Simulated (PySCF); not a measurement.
**Diatomics of B with the fifth-period p block**

r²SCAN with triple-zeta basis sets in PySCF, for the lowest determinant that a PBE0 search found; no spin–orbit coupling. De refers to high-spin ground-configuration atoms. A positive dipole means M(−)B(+).

```json
{"M": "Sn", "basis": "x2c-TZVPPall", "state (unpaired electrons)": "quartet (σ ↑, π ↑↑)", "Re (Å)": "2.181", "ωe (cm⁻¹)": "559", "De (eV)": "2.92", "μ (D)": "-1.22"}
{"M": "Sb", "basis": "x2c-TZVPPall", "state (unpaired electrons)": "triplet (σ ↑, π ↑)", "Re (Å)": "2.056", "ωe (cm⁻¹)": "690", "De (eV)": "2.66", "μ (D)": "-0.71"}
{"M": "Te", "basis": "def2-TZVPP", "state (unpaired electrons)": "doublet (σ ↑)", "Re (Å)": "1.952", "ωe (cm⁻¹)": "823", "De (eV)": "4.23", "μ (D)": "-0.11"}
{"M": "I", "basis": "def2-TZVPP", "state (unpaired electrons)": "singlet (closed shell)", "Re (Å)": "2.140", "ωe (cm⁻¹)": "572", "De (eV)": "3.79", "μ (D)": "-1.45"}
```

By what factor does the harmonic wavenumber vary along the series?

At r²SCAN it runs from 559 cm⁻¹ (SnB) to 823 cm⁻¹ (BTe), a factor of 1.47.

The rows differ in basis set, which adds steps of its own.

The state changes along the series, so neighbouring rows are not always alike in their bonding.

These are scalar-relativistic numbers at best; spin–orbit coupling would shift them, the dissociation energy most. States were picked by a PBE0 search and need not be the measured ground states.
